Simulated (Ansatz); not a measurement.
Reaction: C2H5Si (SMILES C[Si][CH2], doublet) → C2H5Si (SMILES [C](/[H])=C/[SiH3], doublet)
Each species at its own B3LYP-D3(BJ)/def2-TZVP minimum (Ansatz, a quantum-chemistry and plane-wave program).

Wanted: isomerisation energy (electronic), in kJ/mol. Radicals and triplets start from unrestricted determinants; spin-orbit coupling is neglected. CBS(X,Y): correlation extrapolated as X^-3, Hartree-Fock from the larger set. A bracket is a step between two methods taken in the basis named. Functionals run without relativity, which enters their misses. Double hybrids freeze cores in their MP2 part. '+ core + X2C': CCSD(T) terms for core correlation (cc-pwCVTZ, 1s frozen past Ne) and scalar relativity (cc-pVTZ-DK). The UHF reference of C2H5Si ([CH2][Si]C, doublet) is spin-contaminated (<S^2> up to 0.37 over the pure value in the sets run). The UHF reference of C2H5Si ([H]/[C]=C\[SiH3], doublet) is spin-contaminated (<S^2> up to 0.17 over the pure value in the sets run).

CCSD(T)/CBS(cc-pV(T+d)Z,cc-pV(Q+d)Z) + [CCSDT(Q) - CCSD(T)]/cc-pV(D+d)Z + core + X2C (Ansatz) gives 51.6 kJ/mol.

Q: How far off this value is PBE/def2-TZVPD (Ansatz), in which direction, and how far these levels: r2SCAN/def2-TZVPD, B3LYP/def2-TZVPD, PBE0/def2-TZVPD, B2PLYP/def2-TZVPD, CCSD(T)/CBS(cc-pV(T+d)Z,cc-pV(Q+d)Z) + core + X2C?

A: PBE gives 64.9 kJ/mol, 13.3 kJ/mol above it. Differences of the others: r2SCAN/def2-TZVPD (Ansatz) 0.8; B3LYP/def2-TZVPD (Ansatz) -8.5; PBE0/def2-TZVPD (Ansatz) 5.4; B2PLYP/def2-TZVPD (Ansatz) -5.7; CCSD(T)/CBS(cc-pV(T+d)Z,cc-pV(Q+d)Z) + core + X2C (Ansatz) -2.1 kJ/mol.
